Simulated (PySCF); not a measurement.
Delta-SCF ions had no search for a lower state. Excitations are Tamm–Dancoff values on a coarser integration grid. The basis has no diffuse functions, so Rydberg states are missing or too high.

## C$_{10}$H$_{9}$BO, SMILES `c12cc(cccc-2ccc1B)O` (charge 0, multiplicity 1)

Calculation: PySCF with ωB97X-D3(BJ)/def2-TZVP // PBE0-D3(BJ)/def2-SVP.

```json
{
  "HOMO": "-7.77 eV",
  "dipole_moment": "2.92 D",
  "HOMO–LUMO gap": "7.15 eV",
  "LUMO": "-0.62 eV",
  "S1 excitation (TDA)": "2.60 eV",
  "S1 oscillator strength": "0.022",
  "brightest of the four lowest singlets (TDA)": "4.99 eV",
  "T1 excitation (TDA)": "2.02 eV",
  "S1–T1 gap (TDA)": "0.58 eV",
  "vertical ionisation energy (Delta-SCF)": "7.40 eV",
  "vertical electron affinity (Delta-SCF)": "1.01 eV",
  "total_energy": "-486.8873 Ha",
  "cost": "about 40 core-minutes (a rough figure)"
}
```

```xyz
21

B     -3.0558     0.7684    -0.0629
C     -1.9333    -0.2392    -0.0081
C     -2.0722    -1.6552     0.0529
C     -0.8353    -2.2871     0.0926
C      0.1708    -1.2957     0.0586
C      1.5446    -1.5245     0.0823
C      2.5800    -0.5910     0.0513
C      2.5242     0.7974    -0.0108
C      1.4082     1.6412    -0.0591
O      1.7151     2.9545    -0.1144
C      0.0554     1.2681    -0.0556
C     -0.5202     0.0109    -0.0055
H     -4.2088     0.3967    -0.0576
H     -2.8412     1.9632    -0.1133
H     -3.0377    -2.1650     0.0661
H     -0.6494    -3.3598     0.1417
H      1.8481    -2.5751     0.1317
H      3.5905    -1.0086     0.0798
H      3.4782     1.3317    -0.0251
H      0.9054     3.4759    -0.1456
H     -0.6666     2.0932    -0.0990
```
Charge 0, spin multiplicity 1.
